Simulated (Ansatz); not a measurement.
Born–Oppenheimer molecular dynamics of GeH4O2 (7 atoms, charge 0, multiplicity 1). It starts from a relaxed structure.

The calculation used RKS BLYP-D4/def2-SVP (Ansatz).

| Item | Value |
| --- | --- |
| ensemble | NVE (velocity Verlet) |
| time step | 0.5 fs |
| steps asked | 300 |
| starting velocities drawn for | 300 K |
| seed | 483420 |

First frame:

```xyz
7
Properties=species:S:1:pos:R:3
Ge -0.147 0.044 -0.096
O -0.350 0.220 1.691
H -0.247 -0.632 2.158
O 1.594 -0.074 -0.564
H 1.969 -0.955 -0.369
H -0.617 1.388 -0.681
H -0.916 -1.224 -0.590
```

Task: How far do the bonds stretch over the last three quarters of this one trajectory? (Pairs bonded in most of those frames.)

Result: 
```csv
bond,mean (Å),spread (Å),shortest,longest
Ge1–O2,1.811,0.014,1.79,1.83
Ge1–O4,1.805,0.011,1.79,1.82
Ge1–H6,1.546,0.031,1.49,1.59
Ge1–H7,1.567,0.030,1.52,1.61
O2–H3,0.979,0.030,0.94,1.02
O4–H5,0.979,0.013,0.96,1.00
```

Mean temperature of the second half: 148 K. The conserved energy stayed within 0.28 meV per atom of its start (net change 0.094 meV per atom), so the integration is sound. Over the second half the temperature averaged 0.49 of the 300 K drawn at the start: a run that starts near a minimum puts about half its kinetic energy into the potential. A run of 0.15 ps of so small a system gives no equilibrium averages.

The run took 7.9 min on 1 thread of Arm Neoverse V2, with other jobs on the host, peak memory 0.13 GiB.
